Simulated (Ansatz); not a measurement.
The same ligand exchange along the group F, Cl, Br.

Computed with Ansatz on PBE0-D4/def2-TZVP structures; ΔE is electronic, products minus reactants. CCSD(T)/CBS adds triple-zeta CCSD(T) − MP2 to the extrapolated MP2 energy (def2 sets, frozen cores). This one scheme is used for every species. Functionals use def2-TZVPP. For Br outer-core shells are correlated without core-valence functions, which leaves a few kJ/mol of doubt a bond. Scalar relativity is left out up to krypton. Each species was taken in one conformer, which may not be the lowest.

```csv
reaction,ωB97X-V (eV),B97M-V (eV),MP2/CBS(def2) (eV),CCSD(T)/CBS(def2) (eV)
`C[SiH2]F` + CH₃OH → `CO[SiH2]C` + H–F,0.49,0.52,0.42,0.44
`C[SiH2]Cl` + CH₃OH → `CO[SiH2]C` + HCl,0.10,0.09,0.12,0.09
`C[SiH2]Br` + CH₃OH → `CO[SiH2]C` + HBr,0.06,0.02,0.12,0.09
```

Largest T1 diagnostic: 0.010, for `CO[SiH2]C`.
